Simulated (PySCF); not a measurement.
The dipole of `O=C1[C@@H](F)CCCO1` from its density and from atomic charges.

Coordinates (GFN2-xTB, Å) and charges (e) from the PBE0/pcSseg-1 density (PySCF):

```csv
atom,x,y,z,Mulliken,IAO,Hirshfeld,ESP-fitted
O1,-1.653,2.078,0.864,-0.3727,-0.4295,-0.2620,-0.5305
C2,-0.924,1.324,0.284,+0.5321,+0.5057,+0.1956,+0.7100
O3,0.295,1.682,-0.102,-0.4389,-0.3219,-0.0998,-0.4071
C4,1.145,0.666,-0.626,+0.0805,-0.0697,+0.0089,+0.1434
C5,1.138,-0.538,0.310,-0.3076,-0.2810,-0.0725,-0.1667
C6,-0.274,-1.138,0.372,-0.1658,-0.2864,-0.0755,-0.0695
C7,-1.329,-0.118,-0.065,+0.0288,+0.1112,+0.0600,+0.0881
F8,-1.480,-0.188,-1.443,-0.3319,-0.3240,-0.1059,-0.2388
H9,0.818,0.384,-1.633,+0.1364,+0.1491,+0.0398,+0.0575
H10,2.133,1.125,-0.687,+0.1407,+0.1652,+0.0578,+0.0719
H11,1.859,-1.277,-0.034,+0.1392,+0.1531,+0.0534,+0.0644
H12,1.445,-0.196,1.301,+0.1413,+0.1469,+0.0439,+0.0831
H13,-0.359,-1.993,-0.301,+0.1437,+0.1597,+0.0490,+0.0794
H14,-0.503,-1.476,1.382,+0.1436,+0.1548,+0.0525,+0.0464
H15,-2.316,-0.328,0.357,+0.1308,+0.1668,+0.0549,+0.0682
```

Task: Compute μ = Σ q r for each scheme (1 e·Å = 4.803 D) and compare with the dipole of the full density.

Result: The full density gives (2.65, -3.76, -0.07) D, 4.60 D in size; dipole vectors point from the negative to the positive end.

```
    scheme    μx     μy     μz  size (D)  share of the full size (%)  angle to the full dipole (°)
  Mulliken  3.28  -4.22   0.98      5.43                         118                            12
       IAO  2.92  -4.17   0.82      5.16                         112                            10
 Hirshfeld  1.90  -2.40  -0.19      3.07                          67                             4
ESP-fitted  2.69  -3.81  -0.08      4.67                         101                             0
```

Task: Which set comes closest?

Result: Length of the difference vector: ESP-fitted 0.07 D, IAO 1.01 D, Mulliken 1.31 D, Hirshfeld 1.56 D. Closest: ESP-fitted. ESP charges are fitted to the potential around the molecule, whose slowest-falling term is the dipole's. 

Task: What is left for the Hirshfeld atoms' own dipoles?

Result: The Hirshfeld atoms' densities add up to the full density, so μ = Σ q r + Σ (atomic dipoles). The atomic dipoles sum to (2.65, -3.76, -0.07) − (1.90, -2.40, -0.19) = (0.75, -1.36, 0.12) D, 1.56 D in size.

Task: With the origin at the mean of the coordinates, (0.000, 0.001, -0.001) Å, which are the largest single terms, by size, of the IAO dipole along the direction of the full one?

Result: O1 +5.49, C2 -3.93, O3 +1.86, H11 +1.56, C5 -1.47 D; all 15 atoms together +5.08 D. The single terms depend on the origin, their sum doesn't.

Task: Give the size of the full dipole in other units.

Result: 4.60 D = 1.811 au = 0.958 e·Å = 15.35 × 10⁻³⁰ C·m.

Isolated species at its GFN2-xTB geometry (one conformer only).

The run behind these numbers computed NMR shieldings as well. The run took 23 s on one thread, Arm Neoverse V1, on a shared host.
